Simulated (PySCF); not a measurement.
Stationary points of ZrOCl2

These are results of PySCF, PBE0, basis Zr def2-SVP with ECP28, O def2-SVP, Cl def2-SVP (scalar-relativistic core potentials, no spin–orbit coupling, density fitting), not measurements.

Relaxations began from a few typed shapes. The search is not exhaustive: other isomers or separated fragments can lie lower, and high-lying points may rest on an excited occupation.

**Question.** Which is the lowest minimum found?
A. singlet C2v: Zr–Cl 2.385 Å (×2), Zr–O 1.725 Å; Cl–Zr–Cl 129.4°, Cl–Zr–O 115.3° (×2)
B. singlet C2v: Zr–Cl 2.386 Å (×2), Zr–O 1.725 Å; Cl–Zr–Cl 129.4°, Cl–Zr–O 115.3° (×2)
C. singlet Cs: Zr–Cl 2.380 Å (×2), Zr–O 1.724 Å; Cl–Zr–Cl 124.5°, Cl–Zr–O 113.4° (×2)

**Answer.** C. The others lie at 0.7 (singlet C2v), 0.9 (singlet C2v, a saddle point) kJ/mol above it.

Formally Zr is in oxidation state +4, d0. The polar-tensor charge on Zr, 2.19, is far below the formal one.
